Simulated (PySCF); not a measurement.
Problem. Give a PBE0-D3(BJ)/def2-SVP geometry of `C[NH][GeH2][Se][GeH3]`.

Solution. 
```xyz
14
CH9Ge2NSe angstrom
C     -2.0075   -0.1482    0.4383
N     -1.1833    0.9629    0.0258
Ge    -0.3686    1.0051   -1.6104
Se     1.2792   -0.6720   -1.5525
Ge     1.8755   -0.1727    0.6798
H     -1.5336   -1.0921    0.1226
H     -2.0905   -0.1875    1.5372
H     -3.0341   -0.1395    0.0216
H     -1.4798    1.8621    0.3901
H     -1.2838    0.6563   -2.8062
H      0.2289    2.4170   -1.7457
H      0.8657   -0.7781    1.6679
H      3.2517   -0.8362    0.8800
H      1.9946    1.3479    0.8725
```

Orientation and origin are arbitrary. Atoms count from 1 in this order. N2 (nitrogen bonded to C, Ge and H) has angles 121.9°, 115.5° and 114.4°, sum 351.8°, 0.23 Å off the plane of its three neighbours. Ge5 (germanium bonded to Se and 3 H) is distorted tetrahedral (angles from 104.9° to 111.1°). Ge3 (germanium bonded to N, Se and 2 H) is distorted tetrahedral (angles from 105.8° to 115.0°).

Bonds between heavy atoms (Å): C1–N2 1.444, N2–Ge3 1.828, Ge3–Se4 2.352, Se4–Ge5 2.364.

Computed with PySCF, PBE0-D3(BJ)/def2-SVP geometry optimisation, gas phase.

Point group: C1 (no symmetry element, even within 0.4 Å). No PBE0-D3(BJ)/def2-SVP frequencies stand behind this structure, so it isn't proved a minimum. One conformer, not necessarily the lowest (C1–N2–Ge3–Se4 -68°, N2–Ge3–Se4–Ge5 -39°).

Time: 2.3 min wall. Hardware: Arm Neoverse V1, one thread, no GPU, on a shared host. This is the geometry optimisation.
